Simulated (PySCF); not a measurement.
# Electronic structure of Cr⁺ (chromium, charge +1) at the UHF level

Configuration: [Ar] 3d5, high-spin 6S determinant. Computed with PySCF 2.14 in 6-31G*, with no relativity, point nucleus.

- Total energy: -1042.988815 hartree
- One-electron energy: -1434.7367 hartree
- Hartree (Coulomb) energy: 439.5408 hartree
- Exchange energy: -47.7930 hartree
- Kinetic energy: 1043.94163 hartree
- ⟨S²⟩: 8.7501
- ⟨L²⟩: 0.000
- Sum of ⟨r⟩: 16.29 bohr
- Sum of ⟨r²⟩: 19.40 bohr²
- Density at the nucleus (Gaussians lack the cusp): 8760 bohr⁻³
- Spin density at the nucleus: -0.0552 bohr⁻³
- Langevin diamagnetic susceptibility: -15.4 ×10⁻⁶ cm³/mol
- Time after the integrals: 0.12 s of wall time on 1 thread of Neoverse-N1 (shared host)

```csv
shell,electrons,mean orbital energy (eV),"rms radius, mean of both spins (bohr)"
1s α,1,-6001.0,0.0743
1s β,1,-6001.0,0.0743
2s α,1,-719.25,0.319
2s β,1,-716.51,0.319
2p α,3,-608.52,0.288
2p β,3,-605.80,0.288
3s α,1,-99.827,0.979
3s β,1,-90.191,0.979
3p α,3,-67.566,1.06
3p β,3,-55.680,1.06
3d α,5,-16.139,1.42
```
